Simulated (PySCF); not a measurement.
## Extrapolating along a basis family

System: CH$_{7}$PSi (SMILES C[SiH2]P), singlet, geometry from GFN2-xTB. Level: DF-HF/cc-pV(D+d)Z in PySCF. Sums are taken with unrounded values, so a last digit can differ.

Input for PySCF:
```python
from pyscf import gto, scf

mol = gto.Mole()
mol.atom = '''
    Si   -0.54113175   -0.03733182    0.63347048
    C    -1.78991821    0.53249582   -0.68777025
    P     1.54179935   -0.28124670   -0.17279934
    H    -0.46106134    0.95409017    1.71151628
    H    -0.93819162   -1.34305699    1.17097677
    H    -1.50313673    1.48999362   -1.11562237
    H    -2.78348241    0.64439674   -0.26455626
    H    -1.85666633   -0.18434670   -1.50253147
    H     1.16043169   -0.95043366   -1.32113345
    H     1.57047019    0.93572775   -0.82862443
'''
mol.basis = 'cc-pv(d+d)z'
mol.verbose = 4
mol.max_memory = 1800
mol.build()

mf = scf.RHF(mol)
mf = mf.density_fit(auxbasis='def2-universal-jkfit')
mf.kernel()
```

The same job in three bases:

```csv
basis,X,SCF energy (Eh)
cc-pV(D+d)Z,2,-671.631468
cc-pV(T+d)Z,3,-671.670938
cc-pV(Q+d)Z,4,-671.680342
```

**Question.** Estimate the basis-set limit.

**Answer.** For E(X) = E∞ + A exp(-bX) three points give E∞ = E3 - (E3 - E2)²/(E1 + E3 - 2 E2) = -671.680342 - (-0.009403)²/(0.030067) = -671.68328 Eh, so the largest basis still lies 2.9 mEh above this estimate. The second step gains 0.24 of the first. The exponential form is used since the steps shrink steadily here. These limits are estimates from the fitted forms, not computed values.
